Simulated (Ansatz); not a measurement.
Reaction (silylene formation by 1,1-elimination): `C[SiH](Cl)Cl` → `Cl[Si]Cl` + CH₄

Gas-phase electronic energies from Ansatz, PBE0-D4/def2-TZVP geometries. CCSD(T)/CBS adds triple-zeta CCSD(T) − MP2 to the extrapolated MP2 energy (def2 sets, frozen cores). This one scheme is used for every species. Functionals use def2-TZVPP. B3LYP here is the variant with VWN-RPA as its local correlation; programs differ in this.

Question: Is it downhill or uphill in electronic energy at CCSD(T)/CBS, and by how much? (Estimate.)

Answer: Ansatz gave: Uphill: ΔE = +153.7 kJ/mol.

Question: What do these levels give: PBE0-D4, B3LYP-D4, r2SCANh-D4, PBE-QIDH, PBE0, r2SCAN0, BHLYP, HF/def2-SVP, MP2/def2-SVP, CCSD(T)/def2-SVP, MP2/def2-TZVPP, SCS-MP2/def2-QZVPP? (An estimate is asked.)

Answer: Ansatz gave: PBE0-D4 157.6, B3LYP-D4 136.9, r2SCANh-D4 165.3, PBE-QIDH 169.6, PBE0 150.3, r2SCAN0 167.6, BHLYP 146.8, HF/def2-SVP 146.5, MP2/def2-SVP 157.1, CCSD(T)/def2-SVP 137.3, MP2/def2-TZVPP 164.9, SCS-MP2/def2-QZVPP 159.3 kJ/mol.

Question: What do rigid-rotor, harmonic-oscillator terms from PBE0-D4/def2-TZVP frequencies (298.15 K, 1 bar) make of the CCSD(T)/CBS value? (Estimate.)

Answer: Ansatz gave: ΔZPE = -4.1 kJ/mol, ΔH = +154.0 kJ/mol, ΔS = 139 J/(mol·K), ΔG = +112.7 kJ/mol.

Largest T1 diagnostic among the species: 0.013.

Leaving LDA and LC-ωPBE aside and taking each functional with its dispersion term where it has one, the values, not all of them listed here, spread over 51.9 kJ/mol, from BLYP-D4 to r2SCAN0-D4. LDA lies +34.1 kJ/mol from PBE without D4. From BLYP to BHLYP (50 % exact exchange), in def2-TZVPP and without D4, ΔE moves by +46.0 kJ/mol.
